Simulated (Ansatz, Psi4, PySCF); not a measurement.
C6H13, doublet, geometry from GFN2-xTB. Base run: MP2/STO-3G (PySCF).

The PySCF input:
```python
from pyscf import gto, scf, mp

mol = gto.M(
    atom='''
C     2.410490   -0.321703    0.913715
C     1.571520   -0.250790   -0.300654
C     0.409670    0.648663   -0.436891
C    -0.942979   -0.107182   -0.476174
C    -2.082823    0.865761   -0.760642
C    -1.179642   -0.841080    0.839373
H     2.008088    0.305953    1.705716
H     2.490096   -1.348025    1.285833
H     3.436383    0.006202    0.707449
H     1.798666   -0.918673   -1.115405
H     0.385182    1.361586    0.390127
H     0.483762    1.215552   -1.373908
H    -0.895547   -0.843465   -1.285779
H    -3.033130    0.337344   -0.800074
H    -2.142742    1.619184    0.022404
H    -1.932649    1.370977   -1.712389
H    -1.233363   -0.133168    1.664163
H    -2.113798   -1.397768    0.803965
H    -0.368363   -1.537707    1.035537
''',
    basis='sto-3g',
    charge=0,
    spin=1,
    verbose=4,
)

mf = scf.UHF(mol)
mf.kernel()

pt = mp.MP2(mf)
pt.kernel()
print('E(MP2) = %.10f' % pt.e_tot)
```

The same geometry, method and basis name were run in Ansatz (an electronic-structure program) and Psi4 and PySCF, at each program's defaults and at the settings that a row names. The base is PySCF at its defaults. Differences at the defaults can come from grids, fitting, cores and function types together.

```json
[
 {"code and settings": "PySCF, defaults (exact integrals, spherical functions, all electrons correlated)", "ΔE vs base (µEh)": "0.0", "basis functions": "43", "E (Eh)": "-232.27827", "SCF cycles": "11"},
 {"code and settings": "Psi4, defaults (density fitting with its default set, spherical functions, all electrons correlated)", "ΔE vs base (µEh)": "-676", "basis functions": "43", "E (Eh)": "-232.27895", "SCF cycles": "14"},
 {"code and settings": "Ansatz, defaults (factorised integrals, spherical functions, frozen core)", "ΔE vs base (µEh)": "2892", "basis functions": "43", "E (Eh)": "-232.27538", "SCF cycles": "-"},
 {"code and settings": "PySCF, frozen core", "ΔE vs base (µEh)": "2852", "basis functions": "43", "E (Eh)": "-232.27542", "SCF cycles": "11"},
 {"code and settings": "Psi4, exact integrals, spherical functions, frozen core", "ΔE vs base (µEh)": "2852", "basis functions": "43", "E (Eh)": "-232.27542", "SCF cycles": "14"},
 {"code and settings": "Ansatz, high accuracy, frozen core", "ΔE vs base (µEh)": "2852", "basis functions": "43", "E (Eh)": "-232.27542", "SCF cycles": "-"}
]
```

Open shells are given as the SCF converged; they aren't shown to be the lowest states, and a large step between rows can be another state.
